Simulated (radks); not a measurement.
The numbers below are computed, except where a source is named.
Removal energies from neutral lead, [Hg] 6p2, by Delta-SCF beside the eigenvalue of the level emptied. Level of theory: scalar-relativistic Kohn-Sham, PBE, spin-polarised, spherical densities, finite nucleus; Fermi nuclear charge, rms radius of each element as measured or else 0.836 A^(1/3) + 0.57 fm (a radial shooting solver on a logarithmic mesh with Libxc functionals). Open shells are filled with parallel spins first.

| removed from | final configuration | Delta-SCF (eV) | -eigenvalue (eV) |
|---|---|---|---|
| 6p | [Hg] 6p1 | 6.988 | 3.939 |
| 6s | [Xe] 4f14 5d10 6s1 6p2 | 15.125 | 11.362 |
| 5d | [Xe] 4f14 5d9 6s2 6p2 | 26.728 | 20.931 |
| 5p | [Kr] 4d10 4f14 5s2 5p5 5d10 6s2 6p2 | 92.544 | 85.671 |
